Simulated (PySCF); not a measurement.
# Steps of a relaxation of [Er(OH)4]−

[Er(OH)4]− (singlet in the valence; each metal's 4f electrons, 11 of them, lie in its core potential, out of spins and levels; a saddle point, relaxed within its symmetry). PySCF 2.14.0, RKS BP86, Er lcecp-1-SVP with ECP57, O def2-SVP, H def2-SVP; non-relativistic Hamiltonian with scalar-relativistic core potentials where named; density fitting; no spin-orbit coupling. Origin of the start: template. Columns: position (Å) and force (eV/Å). Energies are counted from the last step; some of the 29 steps are shown. Forces carry noise of the integration grid, about 0.01 to 0.03 eV/Å.

Run from Python with OMP_NUM_THREADS=2. Where DIIS fails, smearing, a level shift and second-order steps follow.
It took 2.7 min on 2 threads of Arm Neoverse V1, with other jobs on the host, from the converged density of the start.

```xyz
9
step 0  E = 0.055 eV
Er    0.0000    0.0000    0.0000     0.00    0.00    0.00
O     1.2308    1.2308    1.2308    -0.33   -0.26   -0.31
H     1.9979    1.5029    1.7504     0.02   -0.02    0.00
O    -1.2308   -1.2308    1.2308     0.33    0.26   -0.31
H    -1.9979   -1.5029    1.7504    -0.02    0.02    0.00
O     1.2308   -1.2308   -1.2308    -0.26    0.33    0.31
H     1.5029   -1.9979   -1.7504    -0.02   -0.02    0.00
O    -1.2308    1.2308   -1.2308     0.26   -0.33    0.31
H    -1.5029    1.9979   -1.7504     0.02    0.02    0.00
```

```xyz
9
step 9  E = 0.016 eV
Er    0.0000    0.0000    0.0000     0.00    0.00    0.00
O     1.1932    1.2858    1.1668     0.20    0.09    0.14
H     2.0734    1.5028    1.5169    -0.18   -0.06   -0.08
O    -1.1932   -1.2858    1.1668    -0.20   -0.09    0.14
H    -2.0734   -1.5028    1.5169     0.18    0.06   -0.08
O     1.2858   -1.1932   -1.1668     0.09   -0.20   -0.14
H     1.5028   -2.0734   -1.5169    -0.06    0.18    0.08
O    -1.2858    1.1932   -1.1668    -0.09    0.20   -0.14
H    -1.5028    2.0734   -1.5169     0.06   -0.18    0.08
```

```xyz
9
step 19  E = 0.003 eV
Er    0.0000    0.0000    0.0001     0.00    0.00    0.00
O     1.1436    1.3394    1.1834     0.03    0.01    0.01
H     2.0854    1.4502    1.3902    -0.02    0.00   -0.01
O    -1.1436   -1.3394    1.1834    -0.03   -0.01    0.01
H    -2.0854   -1.4502    1.3902     0.02    0.00   -0.01
O     1.3395   -1.1436   -1.1832     0.01   -0.02   -0.01
H     1.4500   -2.0852   -1.3904     0.00    0.01    0.01
O    -1.3395    1.1436   -1.1832    -0.01    0.02   -0.01
H    -1.4500    2.0852   -1.3904     0.00   -0.01    0.01
```

Task: Where does the relaxation end?

Result: It converges at step 28 in S4:
```xyz
9
step 28  E = 0
Er    0.0000    0.0000    0.0013
O     1.1588    1.3202    1.1991
H     2.1140    1.4910    1.2344
O    -1.1588   -1.3202    1.1991
H    -2.1140   -1.4910    1.2344
O     1.3202   -1.1581   -1.1969
H     1.4887   -2.1138   -1.2372
O    -1.3202    1.1581   -1.1969
H    -1.4887    2.1138   -1.2372
```

Task: How did the contacts change?

Result: 
```
    contact  start (Å)  end (Å)
Er1–O2 (OH)      2.132    2.126
Er1–O4 (OH)      2.132    2.126
Er1–O6 (OH)      2.132    2.126
Er1–O8 (OH)      2.132    2.126
```


An lcecp potential fixes the number of 4f electrons, so in runs with it no electron can move into or out of that shell.
